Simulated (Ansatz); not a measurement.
`COB(C)O` + H₂ → `CBO` + CH₃OH at 700 K and 1 bar (hydrogenolysis of a B–O bond).

Gas-phase electronic energies from Ansatz, PBE0-D4/def2-TZVP geometries. CCSD(T)/CBS adds triple-zeta CCSD(T) − MP2 to the extrapolated MP2 energy (def2 sets, frozen cores). This one scheme is used for every species. One conformer a species, not always the lowest.

| species | CCSD(T)/CBS energy (Eh) | H − E (kJ/mol) | S (J/(mol·K)) |
| --- | --- | --- | --- |
| `COB(C)O` | -255.57080 | 337.5 | 455.4 |
| H₂ | -1.17544 | 46.8 | 155.3 |
| `CBO` | -141.08489 | 219.3 | 348.2 |
| CH₃OH | -115.61712 | 170.8 | 288.5 |

H − E and S are ideal-gas, rigid-rotor, harmonic terms from PBE0-D4/def2-TZVP, for one conformer and one mirror image of each species. The MP2-based limit puts H₂ 0.8 mEh under its directly extrapolated value; such offsets cancel only in part. 1 Eh = 2625.50 kJ/mol, R = 8.31446 J/(mol·K).

By hand: ΔE, ΔH, ΔS and ΔG.

ΔE = (-141.08489) + (-115.61712) − (-255.57080) − (-1.17544) = 0.04423 Eh = 116.1 kJ/mol. Δ(H − E) = 219.3 + 170.8 − 337.5 − 46.8 = 5.8, so ΔH = 121.9 kJ/mol. ΔS = 348.2 + 288.5 − 455.4 − 155.3 = 26.0 J/(mol·K). ΔG = 121.9 − 700 × (26.0)/1000 = 103.7 kJ/mol.

By hand: the equilibrium constant, and the temperature at which ΔG would vanish if ΔH and ΔS stayed fixed.

log₁₀ K = −ΔG/(RT ln 10) = -7.7. ΔG = 0 at ΔH/ΔS = 4688 K, far beyond where these terms or the molecules hold.

ΔH outweighs TΔS. A doubt of 5 kJ/mol in ΔE shifts log₁₀ K by 0.4 here. Other conformers and mirror images would add mixing entropy, several J/(mol·K) or more a flexible species. Modes under 60 cm⁻¹, often nearly free rotors, make the harmonic entropy too high. These are equilibria of isolated gas molecules and say nothing of rates. Largest T1 diagnostic: 0.012 (customary marks: 0.02 for closed shells, 0.045 for open ones).
